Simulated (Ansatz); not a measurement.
# Counterpoise correction, worked out

The pair of H2 (SMILES [H][H], atoms 1–2) and CH6Si (SMILES C[SiH3], atoms 3–10), both closed shells, in one local arrangement (a lower one may exist), relaxed at PBE0-D4/def2-TZVP:

```
10
angstrom
H 0.2690 -0.8136 -3.0661
H 0.0129 -0.2420 -2.6600
C 0.0321 -0.8528 0.7464
Si -0.0949 1.0121 0.6892
H -0.9380 -1.3139 0.5483
H 0.3731 -1.1873 1.7286
H 0.7394 -1.2167 -0.0017
H -0.5672 1.4674 -0.6471
H 1.2288 1.6395 0.9505
H -1.0556 1.5070 1.7120
```

Ansatz 0.2.0; basis: def2-TZVPPD; cores frozen in the correlated methods.

MP2 total energies in eV:

| system | geometry | basis functions | energy |
| --- | --- | --- | --- |
| pair | pair | all | -9028.90854 |
| H2 | as in the pair | all (partner as ghosts) | -31.69480 |
| CH6Si | as in the pair | all (partner as ghosts) | -8997.20142 |
| H2 | as in the pair | its own | -31.69358 |
| CH6Si | as in the pair | its own | -8997.19899 |
| H2 | free (PBE0-D4 minimum) | its own | -31.69371 |
| CH6Si | free (PBE0-D4 minimum) | its own | -8997.19905 |

Work out the interaction energy with and without the counterpoise correction, the superposition error, and the binding energy from the relaxed fragments.

Without correction: -9028.90854 − (-31.69358) − (-8997.19899) = -0.01597 eV.
With correction (each fragment in the whole basis): -9028.90854 − (-31.69480) − (-8997.20142) = -0.01232 eV = -0.28 kcal/mol.
The superposition error is the difference, 0.00365 eV: each fragment borrows its partner's functions.
Deformation from the free shapes: 0.00013 eV for H2 and 0.00006 eV for CH6Si.
Binding energy from relaxed fragments: -0.01232 + 0.00013 + 0.00006 = -0.01213 eV = -0.28 kcal/mol (electronic, without zero-point energy; negative means bound). For comparison, the corrected interaction energy by CCSD(T) at an estimated basis limit (MP2 extrapolated from triple and quadruple zeta, plus CCSD(T) − MP2 in triple zeta) is -0.017 eV.

No T1 diagnostic of these runs exceeds 0.010.

For scale, one of the runs: CCSD(T)/def2-TZVPPD, 221 basis functions (an equivalent command: `ansatz run in.yaml --threads 2`). The run took 19 s on 2 CPU threads (shared host), with 3.5 GiB of host memory at its peak.
